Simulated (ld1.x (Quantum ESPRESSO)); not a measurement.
**Varying the PAW potential for silver (Ag)**

Base potential:

```
Element                 : Ag
Generator               : ld1.x (Quantum ESPRESSO) 7.5
Type                    : PAW
Functional              : PBEsol
Relativity              : scalar-relativistic
Frozen core             : [Ar] 3d10
Valence charge          : 19
Reference configuration : 4s2 4p6 4d9 5s0 5p0 (charge +2)
Partial waves           : 4s (bound): rcut 1.15, rcutus 1.45 bohr; 5s (bound, empty): rcut 1.15, rcutus 1.45 bohr; 4p (bound): rcut 1.65, rcutus 2.00 bohr; 5p (bound, empty): rcut 1.65, rcutus 2.00 bohr; 4d (bound): rcut 1.65, rcutus 2.00 bohr; 4d channel at 0.25 Ry: rcut 1.65, rcutus 2.00 bohr
Local potential         : all-electron potential smoothed inside 1.30 bohr (lloc = -2)
Core correction         : Bessel-smoothed model core, default radius (core density twice the valence density)
Augmentation charge     : BESSEL, radius 1.00 bohr
```

Cutoffs, loose and tight: the cutoffs (Ry, on a coarse ladder) from which the occupation-weighted sum of valence levels, in a spherical-Bessel basis at the reference potential, stays within 10 and 1 mRy of its value at 400 Ry. They do not see the model core or the augmentation charge, which bear on the density cutoff. Test errors are all-electron minus pseudo excitation energies from the reference, over the configurations 4s2 4p6 4d10 5s1 5p0; 4s2 4p6 4d10 5s0 5p0; 4s2 4p6 4d8 5s0 5p0; 4s2 4p6 4d9 5s1 5p1; 4s2 4p6 4d9 5s2 5p0; 4s2 4p6 4d9 5s1 5p0; 4s2 4p6 4d10 5s0.5 5p0. A dash means not determined; rows that change the core or the reference have their own tests.

Cutoffs are not given where the Bessel-basis levels miss the radial ones by over 6 mRy, ghosts where they miss by over 20 mRy; a channel whose overlap is not positive is not tested.

A file whose overlap is not positive is unfit for use, and its test errors describe a broken file.

| change | outcome | cutoff, loose | cutoff, tight | bound ghosts | largest test error (meV) |
| --- | --- | --- | --- | --- | --- |
| base | generated, overlap not positive | – | – | not determined (overlap not positive) | -207 |
| all radii but the core radius scaled by about 0.84 (s 1.22, p 1.68, d 1.68 bohr, rcut 0.96/1.38/1.38); local potential all-electron potential smoothed inside 1.10 bohr (lloc = -2); augmentation BESSEL, radius 0.84 bohr | generated, overlap not positive | – | – | not determined (overlap not positive) | +48 |
| all radii but the core radius scaled by about 0.91 (s 1.32, p 1.82, d 1.82 bohr, rcut 1.04/1.50/1.50); local potential all-electron potential smoothed inside 1.18 bohr (lloc = -2); augmentation BESSEL, radius 0.90 bohr | generated, overlap not positive | – | – | not determined (overlap not positive) | +78 |
| all radii but the core radius scaled by about 1.07 (s 1.56, p 2.14, d 2.14 bohr, rcut 1.24/1.78/1.78); local potential all-electron potential smoothed inside 1.40 bohr (lloc = -2); augmentation BESSEL, radius 1.08 bohr | generated, overlap not positive | – | – | not determined (overlap not positive) | test run stopped at test 1 of 7 (negative norm?) |
| all radii but the core radius scaled by about 1.17 (s 1.70, p 2.34, d 2.34 bohr, rcut 1.34/1.92/1.92); local potential all-electron potential smoothed inside 1.52 bohr (lloc = -2); augmentation BESSEL, radius 1.16 bohr | generated | 25 Ry | 40 Ry | none | test run stopped at test 1 of 7 (negative rho) |
| all radii but the core radius scaled by about 1.30 (s 1.88, p 2.60, d 2.60 bohr, rcut 1.50/2.14/2.14); local potential all-electron potential smoothed inside 1.68 bohr (lloc = -2); augmentation BESSEL, radius 1.30 bohr | generated | 18 Ry | 30 Ry | none | test run stopped at test 1 of 7 (negative rho) |
| all radii but the core radius scaled by about 1.37 (s 1.98, p 2.74, d 2.74 bohr, rcut 1.58/2.26/2.26); local potential all-electron potential smoothed inside 1.78 bohr (lloc = -2); augmentation BESSEL, radius 1.38 bohr | generated | 15 Ry | 30 Ry | none | test run stopped at test 1 of 7 (negative rho) |

What comes out with this change to the base: all radii but the core radius scaled by about 1.21 (s 1.76, p 2.42, d 2.42 bohr, rcut 1.40/2.00/2.00); local potential all-electron potential smoothed inside 1.58 bohr (lloc = -2); augmentation BESSEL, radius 1.22 bohr?

outcome: generated; cutoff, loose: 21 Ry; cutoff, tight: 35 Ry; bound ghosts: none; largest test error (meV): test run stopped at test 1 of 7 (negative rho).

What comes out with this change to the base: all radii but the core radius scaled by about 0.74 (s 1.08, p 1.48, d 1.48 bohr, rcut 0.86/1.22/1.22); local potential all-electron potential smoothed inside 0.96 bohr (lloc = -2); augmentation BESSEL, radius 0.74 bohr?

outcome: generated; cutoff, loose: 60 Ry; cutoff, tight: 110 Ry; bound ghosts: none; largest test error (meV): +4.6.

Reading the sweep of the scale of all radii but the core radius (base = 1) (base included, trends over the rows without a ghost): The loose cutoff falls from 60 Ry at 0.74 to 15 Ry at 1.37. A larger radius leaves more room for a smooth pseudo-wave, so fewer plane waves are needed; a smaller one forces it to follow the all-electron wave where it bends sharply.
